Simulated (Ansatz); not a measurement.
# BF3 (boron trifluoride): the energy, rung by rung

BF3 has 4 atoms, charge 0, and is taken as a singlet. SMILES: `FB(F)F`. The shape is that of a GFN2-xTB optimisation.

```xyz
4

B     0.0001    0.0000   -0.0002
F     1.3003   -0.0277    0.0135
F    -0.6262    1.1398   -0.0173
F    -0.6742   -1.1121    0.0040
```

Each level gives the energy change with the B1–F4 bond stretched from 1.301 to 1.951 Å (eV). The values are calculated.

```json
{"level": "SVWN5/STO-3G (restricted)", "kind": "LDA", "program": "Ansatz", "value (eV)": "3.78", "less FCI/STO-3G": "+0.31"}
{"level": "revPBE/STO-3G (restricted)", "kind": "GGA", "program": "Ansatz", "value (eV)": "3.23", "less FCI/STO-3G": "-0.24"}
{"level": "r2SCAN/STO-3G (restricted)", "kind": "meta-GGA", "program": "Ansatz", "value (eV)": "3.65", "less FCI/STO-3G": "+0.18"}
{"level": "r2SCAN0/STO-3G (restricted)", "kind": "hybrid meta-GGA", "program": "Ansatz", "value (eV)": "4.06", "less FCI/STO-3G": "+0.59"}
{"level": "CAM-B3LYP/STO-3G (restricted)", "kind": "range-separated hybrid", "program": "Ansatz", "value (eV)": "3.95", "less FCI/STO-3G": "+0.48"}
{"level": "B2PLYP/STO-3G (restricted)", "kind": "double hybrid", "program": "Ansatz", "value (eV)": "3.88", "less FCI/STO-3G": "+0.41"}
{"level": "RPA@PBE/STO-3G (restricted)", "kind": "RPA", "program": "Ansatz", "value (eV)": "3.30", "less FCI/STO-3G": "-0.17"}
{"level": "CCSDT/STO-3G (restricted)", "kind": "coupled cluster or CI", "program": "Ansatz", "value (eV)": "3.48", "less FCI/STO-3G": "+0.01"}
{"level": "FCI/STO-3G", "kind": "exact in the basis", "program": "Ansatz", "value (eV)": "3.47", "less FCI/STO-3G": "0.00"}
```

FCI/STO-3G is exact within its basis and frozen core, so for wave-function methods in that basis the difference is their error; functionals converge differently with the basis, so for them it is only a difference. The first shape isn't each level's own minimum. The values span 3.23 to 4.06 eV. All rows use very small basis sets, so none should be taken for the real molecule's value.
